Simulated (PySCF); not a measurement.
SMILES c1c([SiH2]c2sccc2)ccs1 (C8H8S2Si) (GFN2-xTB optimised geometry):

```
19

C      0.993    -2.265     0.000
C      2.351    -2.265     0.000
S      2.993    -0.672     0.000
C      1.403     0.025    -0.002
Si     1.192     1.888     0.015
C     -0.617     2.240    -0.331
C     -1.333     1.738    -1.453
C     -2.624     2.143    -1.492
S     -3.019     3.159    -0.159
C     -1.415     3.023     0.444
C      0.458    -0.960     0.000
H      0.395    -3.159     0.000
H      3.019    -3.103    -0.001
H      1.564     2.425     1.329
H      2.034     2.476    -1.035
H     -0.888     1.098    -2.195
H     -3.378     1.914    -2.218
H     -1.154     3.535     1.348
H     -0.598    -0.750     0.000
```

Method: PBE0/def2-SVP (PySCF).

Question: What are the frontier orbital energies and the dipole moment?

Answer: HOMO-2 -7.29 eV, HOMO-1 -7.06 eV, HOMO -6.90 eV, LUMO -0.63 eV, LUMO+1 -0.49 eV; dipole moment 1.01 D.

On the same geometry PBE/def2-SVP (PySCF) gives HOMO-2 -6.19 eV, HOMO-1 -5.97 eV, HOMO -5.81 eV, LUMO -1.43 eV, LUMO+1 -1.33 eV; dipole moment 0.96 D.

Meta-Löwdin charges at PBE0/def2-SVP: C1 -0.14, C2 -0.23, S3 0.25, C4 -0.35, Si5 0.62, C6 -0.25, C7 -0.13, C8 -0.24, S9 0.26, C10 -0.22, C11 -0.12, H12 0.12, H13 0.13, H14 -0.10, H15 -0.10, H16 0.12, H17 0.13, H18 0.13, H19 0.12.
